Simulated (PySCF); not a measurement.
A structure optimised at PBE0-D3(BJ)/def2-SVP, used in a PySCF frequency run:

```xyz
10

Zn     0.0237    -0.0294     0.1913
C      0.9996    -1.5100    -0.6218
C      0.9014    -1.6017    -2.1425
H      0.6319    -2.4408    -0.1551
H      2.0549    -1.4222    -0.3086
H      1.2941    -0.7004    -2.6400
H     -0.1381    -1.7271    -2.4854
H      1.4727    -2.4585    -2.5399
S     -1.0904     1.6191     1.1113
H      0.0146     2.3951     1.1941
```

Question: Write its SMILES and formula.

Answer: C[CH2][Zn][SH], C2H6SZn

Question: What are its rotational constants (standard atomic weights)?

Answer: 20.758, 1.5005, 1.4383 GHz
